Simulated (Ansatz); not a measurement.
`N#C[SiH2][GaH2]` + HCl → `[Cl][GaH2]` + `N#C[SiH3]` at 600 K and 1 bar (cleavage of the Ga–Si bond).

Isolated molecules relaxed with PBE0-D4/def2-TZVP in Ansatz; ΔE leaves out vibrations. CCSD(T)/CBS adds triple-zeta CCSD(T) − MP2 to the extrapolated MP2 energy (def2 sets, frozen cores). This one scheme is used for every species. For Ga outer-core shells are correlated without core-valence functions, which leaves a few kJ/mol of doubt a bond. Scalar relativity is left out up to krypton.

```json
{"species": "`N#C[SiH2][GaH2]`", "CCSD(T)/CBS energy (Eh)": "-2308.14688", "H − E (kJ/mol)": "158.5", "S (J/(mol·K))": "439.6"}
{"species": "HCl", "CCSD(T)/CBS energy (Eh)": "-460.38127", "H − E (kJ/mol)": "35.4", "S (J/(mol·K))": "207.2"}
{"species": "`[Cl][GaH2]`", "CCSD(T)/CBS energy (Eh)": "-2384.95520", "H − E (kJ/mol)": "67.6", "S (J/(mol·K))": "305.5"}
{"species": "`N#C[SiH3]`", "CCSD(T)/CBS energy (Eh)": "-383.61554", "H − E (kJ/mol)": "124.1", "S (J/(mol·K))": "319.2"}
```

H − E and S are ideal-gas, rigid-rotor, harmonic terms from PBE0-D4/def2-TZVP. 1 Eh = 2625.50 kJ/mol, R = 8.31446 J/(mol·K).

Q: By hand: ΔE, ΔH, ΔS and ΔG.

A: ΔE = (-2384.95520) + (-383.61554) − (-2308.14688) − (-460.38127) = -0.04259 Eh = -111.8 kJ/mol. Δ(H − E) = 67.6 + 124.1 − 158.5 − 35.4 = -2.2, so ΔH = -114.0 kJ/mol. ΔS = 305.5 + 319.2 − 439.6 − 207.2 = -22.1 J/(mol·K). ΔG = -114.0 − 600 × (-22.1)/1000 = -100.7 kJ/mol.

Q: By hand: the equilibrium constant, and the temperature at which ΔG would vanish if ΔH and ΔS stayed fixed.

A: log₁₀ K = −ΔG/(RT ln 10) = 8.8. ΔG = 0 at ΔH/ΔS = 5158 K, far beyond where these terms or the molecules hold.

ΔH outweighs TΔS. A doubt of 5 kJ/mol in ΔE shifts log₁₀ K by 0.4 here. Modes under 60 cm⁻¹, often nearly free rotors, make the harmonic entropy too high. These are equilibria of isolated gas molecules and say nothing of rates. Largest T1 diagnostic: 0.014 (customary marks: 0.02 for closed shells, 0.045 for open ones).
